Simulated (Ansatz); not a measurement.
Ansatz (a quantum-chemistry and plane-wave program) input:

Ansatz 0.2 input:
```yaml
crystal:
  periodic: [false, false, false]
  atoms:
    - {symbol: Si, position_ang: [-0.10722830, 0.12742570, -0.30237286]}
    - {symbol: C, position_ang: [0.99737433, -1.36241481, -0.18287289]}
    - {symbol: F, position_ang: [0.63891984, 1.37106686, 0.40134439]}
    - {symbol: N, position_ang: [-1.64666638, -0.25735816, 0.39192493]}
    - {symbol: H, position_ang: [-0.38492569, 0.53148123, -1.69833761]}
    - {symbol: H, position_ang: [0.54431443, -2.21228140, -0.69523714]}
    - {symbol: H, position_ang: [1.96347019, -1.14983861, -0.64471016]}
    - {symbol: H, position_ang: [1.16809987, -1.63990025, 0.85857080]}
    - {symbol: H, position_ang: [-1.99762268, 0.32297339, 1.15459735]}
basis:
  gaussian:
    orbitals: 6-31G*
hamiltonian:
  xc: {name: PBE0}
magnetization: {spin_polarized: true, initial_magnetization: 1}
```

**Question.** Which total energy does the run end on?

**Answer.** -484.87061 Eh (PBE0/6-31G*).

It need not be the lowest isomer of its formula.
